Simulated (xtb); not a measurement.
xtb input (GFN2-xTB):

```bash
xtb mol.xyz --gfn 2 --sp --chrg -1 --uhf 0
```
mol.xyz:
```
15

Si    -0.93777073     0.18571940    -0.57676865
C     -1.84238986     1.68508834    -0.66486945
C     -1.32275734    -1.16923018     0.72839004
N      0.80589039     0.45060830    -0.20824386
Si     1.99209190    -0.50570296     0.53656302
H     -1.01892856    -0.56098992    -1.88456231
H     -2.48730596     1.88646263    -1.51499528
H     -1.99439877     2.34338580     0.18741645
H     -2.32415117    -1.56856598     0.54821555
H     -0.61879600    -2.01152581     0.71294032
H     -1.31206357    -0.74240675     1.73652686
H      1.07700472     1.37789028    -0.50552484
H      2.08577085    -1.88820535    -0.02167652
H      3.34669888     0.10919028     0.37076560
H      1.83532363    -0.71487216     2.01035627
```

Output:

```
           -------------------------------------------------
          |                Calculation Setup                |
           -------------------------------------------------

           -------------------------------------------------
          |                 G F N 2 - x T B                 |
           -------------------------------------------------

        Reference                      10.1021/acs.jctc.8b01176
      * Hamiltonian:
        H0-scaling (s, p, d)           1.850000    2.230000    2.230000
        zeta-weighting                 0.500000
      * Dispersion:
        s8                             2.700000
        a1                             0.520000
        a2                             5.000000
        s9                             5.000000
      * Repulsion:
        kExp                           1.500000    1.000000
        rExp                           1.000000
      * Coulomb:
        alpha                          2.000000
        third order                    shell-resolved
        anisotropic                    true
        a3                             3.000000
        a5                             4.000000
        cn-shift                       1.200000
        cn-exp                         4.000000
        max-rad                        5.000000

          ...................................................
          :                      SETUP                      :
          :.................................................:
          :  # basis functions                  42          :
          :  # atomic orbitals                  40          :
          :  # shells                           22          :
          :  # electrons                        32          :
          :  max. iterations                   250          :
          :  Hamiltonian                  GFN2-xTB          :
          :  restarted?                      false          :
          :  GBSA solvation                  false          :
          :  PC potential                    false          :
          :  electronic temp.          300.0000000     K    :
          :  accuracy                    1.0000000          :
          :  -> integral cutoff          0.2500000E+02      :
          :  -> integral neglect         0.1000000E-07      :
          :  -> SCF convergence          0.1000000E-05 Eh   :
          :  -> wf. convergence          0.1000000E-03 e    :
          :  Broyden damping             0.4000000          :
          :  net charge                         -1          :
          :  unpaired electrons                  0          :
          ...................................................

 iter      E             dE          RMSdq      gap      omega  full diag
   1    -15.9633715 -0.159634E+02  0.523E+00    4.29       0.0  T
   2    -16.0820477 -0.118676E+00  0.509E+00    1.48       1.0  T
   3    -16.1158660 -0.338183E-01  0.338E+00    2.17       1.0  T
   4    -16.0968654  0.190005E-01  0.253E+00    1.85       1.0  T
   5    -16.1167529 -0.198875E-01  0.834E-01    2.04       1.0  T
   6    -16.1183899 -0.163701E-02  0.362E-01    2.30       1.0  T
   7    -16.1184196 -0.296342E-04  0.168E-01    2.27       1.0  T
   8    -16.1184767 -0.571352E-04  0.691E-02    2.32       1.0  T
   9    -16.1184875 -0.107682E-04  0.279E-02    2.33       1.0  T
  10    -16.1184901 -0.261537E-05  0.141E-02    2.32       1.8  T
  11    -16.1184906 -0.481997E-06  0.471E-03    2.32       5.5  T
  12    -16.1184906 -0.681164E-07  0.223E-03    2.33      11.6  T
  13    -16.1184906 -0.671764E-08  0.990E-04    2.33      26.1  T
  14    -16.1184906 -0.506528E-08  0.310E-04    2.33      83.4  T

   *** convergence criteria satisfied after 14 iterations ***

         #    Occupation            Energy/Eh            Energy/eV
      -------------------------------------------------------------
         1        2.0000           -0.5473876             -14.8952
       ...           ...                  ...                  ...
        10        2.0000           -0.2723422              -7.4108
        11        2.0000           -0.2453589              -6.6766
        12        2.0000           -0.2339708              -6.3667
        13        2.0000           -0.2154253              -5.8620
        14        2.0000           -0.1965743              -5.3491
        15        2.0000           -0.1888888              -5.1399
        16        2.0000           -0.0912971              -2.4843 (HOMO)
        17                         -0.0058353              -0.1588 (LUMO)
        18                          0.0026141               0.0711
        19                          0.0052721               0.1435
        20                          0.0679671               1.8495
        21                          0.0820186               2.2318
       ...                                ...                  ...
        40                          1.0147375              27.6124
      -------------------------------------------------------------
                  HL-Gap            0.0854618 Eh            2.3255 eV
             Fermi-level           -0.0485662 Eh           -1.3216 eV

 SCC (total)                   0 d,  0 h,  0 min,  0.009 sec
 SCC setup                      ...        0 min,  0.000 sec (  0.884%)
 Dispersion                     ...        0 min,  0.000 sec (  0.698%)
 classical contributions        ...        0 min,  0.000 sec (  0.244%)
 integral evaluation            ...        0 min,  0.001 sec ( 14.648%)
 iterations                     ...        0 min,  0.005 sec ( 53.355%)
 molecular gradient             ...        0 min,  0.003 sec ( 29.246%)
 printout                       ...        0 min,  0.000 sec (  0.758%)

         :::::::::::::::::::::::::::::::::::::::::::::::::::::
         ::                     SUMMARY                     ::
         :::::::::::::::::::::::::::::::::::::::::::::::::::::
         :: total energy             -15.917437388119 Eh    ::
         :: gradient norm              0.033036913744 Eh/a0 ::
         :: HOMO-LUMO gap              2.325533643009 eV    ::
         ::.................................................::
         :: SCC energy               -16.118462519729 Eh    ::
         :: -> isotropic ES            0.141007125133 Eh    ::
         :: -> anisotropic ES          0.020781041108 Eh    ::
         :: -> anisotropic XC          0.003133723332 Eh    ::
         :: -> dispersion             -0.012853598814 Eh    ::
         :: repulsion energy           0.201025131610 Eh    ::
         :: add. restraining           0.000000000000 Eh    ::
         :: total charge              -1.000000000000 e     ::
         :::::::::::::::::::::::::::::::::::::::::::::::::::::

           -------------------------------------------------
          |                Property Printout                |
           -------------------------------------------------

    * Orbital Energies and Occupations

         #    Occupation            Energy/Eh            Energy/eV
      -------------------------------------------------------------
         1        2.0000           -0.5473876             -14.8952
       ...           ...                  ...                  ...
         4        2.0000           -0.3700514             -10.0696
         5        2.0000           -0.3128207              -8.5123
         6        2.0000           -0.2977575              -8.1024
         7        2.0000           -0.2922016              -7.9512
         8        2.0000           -0.2897045              -7.8833
         9        2.0000           -0.2744428              -7.4680
        10        2.0000           -0.2723422              -7.4108
        11        2.0000           -0.2453589              -6.6766
        12        2.0000           -0.2339708              -6.3667
        13        2.0000           -0.2154253              -5.8620
        14        2.0000           -0.1965743              -5.3491
        15        2.0000           -0.1888888              -5.1399
        16        2.0000           -0.0912971              -2.4843 (HOMO)
        17                         -0.0058353              -0.1588 (LUMO)
        18                          0.0026141               0.0711
        19                          0.0052721               0.1435
        20                          0.0679671               1.8495
        21                          0.0820186               2.2318
        22                          0.1024584               2.7880
        23                          0.1286079               3.4996
        24                          0.1400258               3.8103
        25                          0.2282822               6.2119
        26                          0.2443801               6.6499
        27                          0.2790567               7.5935
       ...                                ...                  ...
        40                          1.0147375              27.6124
      -------------------------------------------------------------
                  HL-Gap            0.0854618 Eh            2.3255 eV
             Fermi-level           -0.0485662 Eh           -1.3216 eV

     #   Z          covCN         q      C6AA      α(0)
     1  14 Si       3.524     0.399   102.330    19.527
     2   6 C        2.736    -0.345    37.823    10.069
     3   6 C        3.643    -0.174    24.290     7.085
     4   7 N        2.497    -0.439    31.545     8.341
     5  14 Si       3.592     0.461    99.182    19.135
     6   1 H        0.903    -0.206    11.276     5.254
     7   1 H        0.925    -0.061     4.364     3.267
     8   1 H        0.925    -0.056     4.244     3.221
     9   1 H        0.924    -0.044     3.949     3.108
    10   1 H        0.924    -0.039     3.838     3.064
    11   1 H        0.924    -0.044     3.944     3.106
    12   1 H        0.862     0.106     1.740     2.066
    13   1 H        0.908    -0.174     9.021     4.698
    14   1 H        0.907    -0.209    11.500     5.305
    15   1 H        0.907    -0.177     9.240     4.755

 Mol. C6AA /au·bohr⁶  :       3667.577795
 Mol. C8AA /au·bohr⁸  :     113775.284790
 Mol. α(0) /au        :        102.001804

Wiberg/Mayer (AO) data.
largest (>0.10) Wiberg bond orders for each atom

 ---------------------------------------------------------------------------
     #   Z sym  total        # sym  WBO       # sym  WBO       # sym  WBO
 ---------------------------------------------------------------------------
     1  14 Si   3.991 --     2 C    1.587     6 H    0.848     3 C    0.790
                             4 N    0.753
     2   6 C    3.695 --     1 Si   1.587     7 H    0.978     8 H    0.971
     3   6 C    3.925 --     9 H    1.009    11 H    1.007    10 H    1.000
                             1 Si   0.790
     4   7 N    3.262 --     5 Si   1.323    12 H    0.981     1 Si   0.753
     5  14 Si   3.982 --     4 N    1.323    13 H    0.872    15 H    0.867
                            14 H    0.858
     6   1 H    0.958 --     1 Si   0.848
     7   1 H    0.996 --     2 C    0.978
     8   1 H    0.997 --     2 C    0.971
     9   1 H    0.998 --     3 C    1.009
    10   1 H    0.998 --     3 C    1.000
    11   1 H    0.998 --     3 C    1.007
    12   1 H    0.989 --     4 N    0.981
    13   1 H    0.970 --     5 Si   0.872
    14   1 H    0.956 --     5 Si   0.858
    15   1 H    0.969 --     5 Si   0.867
 ---------------------------------------------------------------------------

Topologies differ in total number of bonds
Writing topology from bond orders to xtbtopo.mol

molecular dipole:
                 x           y           z       tot (Debye)
 q only:        0.835      -0.202       0.131
   full:        1.220      -0.759       0.633       3.991
molecular quadrupole (traceless):
                xx          xy          yy          xz          yz          zz
Note: The following floating-point exceptions are signalling: IEEE_UNDERFLOW_FLAG IEEE_DENORMAL
normal termination of xtb
 q only:       -7.590       6.872       1.622      -4.630       3.506       5.968
  q+dip:       -9.853       7.926       3.757      -6.472       4.404       6.097
   full:       -8.500       9.707       2.220      -6.350       4.095       6.280

           -------------------------------------------------
          | TOTAL ENERGY              -15.917437388119 Eh   |
          | GRADIENT NORM               0.033036913744 Eh/α |
          | HOMO-LUMO GAP               2.325533643009 eV   |
           -------------------------------------------------

------------------------------------------------------------------------
------------------------------------------------------------------------
 total:
 SCF:
```

It need not be the lowest isomer of its formula. Whether it binds its extra electron was not tested at this geometry.
